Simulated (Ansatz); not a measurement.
ReSe2. The state is a doublet with charge 0. Geometry r2SCAN-D4/def2-TZVP; atoms count from 1.

```xyz
3

Re   -0.0867   -0.5182    0.5114
Se    1.0898    1.3051    0.9817
Se   -1.0031   -0.7869   -1.4931
```

In the def2 sets Re takes a core potential; there is no spin–orbit coupling. The charge 0 doublet is spin-contaminated (final ⟨S²⟩ up to 1.60, 0.75 for a pure state). The geometry of the doublet was relaxed on an unsound state (⟨S²⟩ 1.57, where a pure state has 0.75). At PBE0-D4/def2-TZVP a quartet of charge 0 lies 0.51 eV below the doublet, each at its own geometry. The structure comes from a short search, and lower isomers may exist.

(1) Estimate the Mulliken populations from the PBE0/def2-TZVP orbitals of Ansatz.

(2) Where does the spin sit?

(3) And the Mayer bond orders between bonded heavy atoms (over 0.3)?

Results:

(1) 
```
atom  charge (e)  spin (α − β)  d electrons
 Re1        0.47          1.23         5.30
 Se2       -0.23         -0.12            –
 Se3       -0.23         -0.12            –
```
Mulliken values and Mayer orders depend strongly on the basis.

(2) Summed by element: Re 1.23, Se -0.23, of 1 unpaired in all. Largest on single atoms: Re1 1.23, Se2 -0.12, Se3 -0.12.

(3) Re1–Se2 2.22 (2.22 Å); Re1–Se3 2.22 (2.22 Å). Values over 0.3 also appear between atoms too far apart for a bond (Se2–Se3 0.31 at 3.86 Å); they arise where an orbital or an unpaired electron spreads over both atoms.
